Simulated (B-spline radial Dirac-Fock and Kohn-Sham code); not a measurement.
**How the levels of technetium move as electrons are removed**

The computed values come from an atomic code on a B-spline grid: ΔSCF Dirac-Fock with Breit, self-energy and vacuum polarisation, finite nucleus, configuration average. Each ion is free and in its tabulated ground configuration. The model has no electron correlation.

Reference: Tc²¹⁺, [Ar] 3d4, with 1s 21859.2 eV, 2s 3847.7 eV, 2p1/2 3598.0 eV, 3s 1229.9 eV. Shifts from it, in eV (a dash: the subshell is empty, belongs to an open shell averaged over j, or its hole state is left out as unreliable):

| ion | configuration | 1s | 2s | 2p1/2 | 3s |
| --- | --- | --- | --- | --- | --- |
| Tc²²⁺ | [Ar] 3d3 | +81.3 | +79.5 | +80.1 | +59.9 |
| Tc²³⁺ | [Ar] 3d2 | +164.9 | +161.0 | +162.4 | +121.0 |
| Tc²⁴⁺ | [Ar] 3d1 | +251.0 | +244.7 | +246.8 | +183.2 |
| Tc²⁵⁺ | [Ne] 3s2 3p6 | +339.5 | +330.3 | +333.4 | +246.7 |
| Tc²⁶⁺ | [Ne] 3s2 3p5 | +432.4 | +411.1 | +415.6 | +303.9 |
| Tc²⁷⁺ | [Ne] 3s2 3p4 | +527.3 | +493.3 | +499.4 | +361.9 |
| Tc²⁸⁺ | [Ne] 3s2 3p3 | +624.0 | +576.7 | – | +420.6 |
